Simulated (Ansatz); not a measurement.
Ansatz results at the PBE0-D4/def2-TZVP geometry: HOMO energy (PBE/def2-TZVPP) -5.51 eV; size of the dipole moment (B3LYP/def2-TZVPP) 0.35 D; ideal-gas entropy at 298 K and 1 bar (rigid rotor, harmonic PBE0-D4/def2-TZVP) 323 J/(mol·K).

Question: Which molecule gave them?
A. `CB1C[SiH2]1`
B. `[Cl][Al]1[CH2][O]1`
C. `[CH]1=N[CH2][AlH]1`
D. `B/C=C/[SiH3]`

Answer: A. The others give `[CH]1=N[CH2][AlH]1`: -5.02, 1.71, 307; `[Cl][Al]1[CH2][O]1`: -5.59, 1.95, 301; `B/C=C/[SiH3]`: -7.37, 0.84, 324.

B3LYP here is the variant with VWN-RPA as its local correlation; programs differ in this.
